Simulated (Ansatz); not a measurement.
`CNCNC` and `CN[CH2][AlH][NH2]` differ in one atom or group.

Ansatz, PBE0-D4/def2-TZVP geometries, multiplicity 1. Each molecule was computed in one conformer, which needn't be the lowest.

```tsv
property	`CNCNC`
LUMO energy (ωB97M-V/def2-TZVPP) / eV	2.45
HOMO energy (PBE0/def2-TZVPP) / eV	-6.37
LUMO energy (B3LYP/def2-TZVPP) / eV	0.71
HOMO–LUMO gap (PBE0/def2-TZVPP) / eV	7.42
LUMO energy (PBE0/def2-TZVPP) / eV	1.06
HOMO energy (B3LYP/def2-TZVPP) / eV	-6.15
```

**Question.** What does the change do to each property? (Best estimate.)

**Answer.** The calculation gave: 
| property | `CN[CH2][AlH][NH2]` | shift |
| --- | --- | --- |
| LUMO energy (ωB97M-V/def2-TZVPP) / eV | 1.38 | -1.07 |
| HOMO energy (PBE0/def2-TZVPP) / eV | -6.15 | 0.22 |
| LUMO energy (B3LYP/def2-TZVPP) / eV | -0.39 | -1.10 |
| HOMO–LUMO gap (PBE0/def2-TZVPP) / eV | 5.96 | -1.46 |
| LUMO energy (PBE0/def2-TZVPP) / eV | -0.19 | -1.25 |
| HOMO energy (B3LYP/def2-TZVPP) / eV | -5.94 | 0.21 |

With PBE0 the HOMO rises by 0.22 eV and the LUMO falls by 1.25 eV, so the gap narrows by about 1.47 eV. PBE moves the HOMO by 0.16 eV and ωB97M-V by 0.25 eV.

B3LYP here is the variant with VWN-RPA as its local correlation; programs differ in this.
